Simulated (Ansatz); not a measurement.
`[F][Ga]([F])[SeH]` + CH₃NH₂ → `C[NH][Ga]([F])[F]` + H₂Se at 400 K and 1 bar (ligand exchange at a Ga–Se bond).

Isolated molecules relaxed with PBE0-D4/def2-TZVP in Ansatz; ΔE leaves out vibrations. CBS: MP2 limit from def2 TZ/QZ plus the TZ coupled-cluster correction, frozen cores. For Ga, Se outer-core shells are correlated without core-valence functions, which leaves a few kJ/mol of doubt a bond. Scalar relativity is left out up to krypton. Each species was taken in one conformer, which may not be the lowest.

| species | CCSD(T)/CBS energy (Eh) | H − E (kJ/mol) | S (J/(mol·K)) |
| --- | --- | --- | --- |
| `[F][Ga]([F])[SeH]` | -4524.95394 | 59.9 | 367.1 |
| CH₃NH₂ | -95.75281 | 185.4 | 256.0 |
| `C[NH][Ga]([F])[F]` | -2218.78622 | 186.0 | 390.5 |
| H₂Se | -2401.89790 | 49.4 | 229.5 |

H − E and S are ideal-gas, rigid-rotor, harmonic terms from PBE0-D4/def2-TZVP, for one conformer and one mirror image of each species. 1 Eh = 2625.50 kJ/mol, R = 8.31446 J/(mol·K).

Task: By hand: ΔE, ΔH, ΔS and ΔG.

Result: ΔE = (-2218.78622) + (-2401.89790) − (-4524.95394) − (-95.75281) = 0.02263 Eh = 59.4 kJ/mol. Δ(H − E) = 186.0 + 49.4 − 59.9 − 185.4 = -9.9, so ΔH = 49.5 kJ/mol. ΔS = 390.5 + 229.5 − 367.1 − 256.0 = -3.1 J/(mol·K). ΔG = 49.5 − 400 × (-3.1)/1000 = 50.7 kJ/mol.

Task: By hand: the equilibrium constant, and the temperature at which ΔG would vanish if ΔH and ΔS stayed fixed.

Result: log₁₀ K = −ΔG/(RT ln 10) = -6.6. ΔH and −TΔS have one sign here, so there is no such temperature. One of them is within its doubt of zero, so this could turn.

The number of gas molecules stays the same, so ΔS is small and ΔH decides. A doubt of 5 kJ/mol in ΔE shifts log₁₀ K by 0.7 here. Other conformers and mirror images would add mixing entropy, several J/(mol·K) or more a flexible species. These are equilibria of isolated gas molecules and say nothing of rates. Largest T1 diagnostic: 0.013 (customary marks: 0.02 for closed shells, 0.045 for open ones).
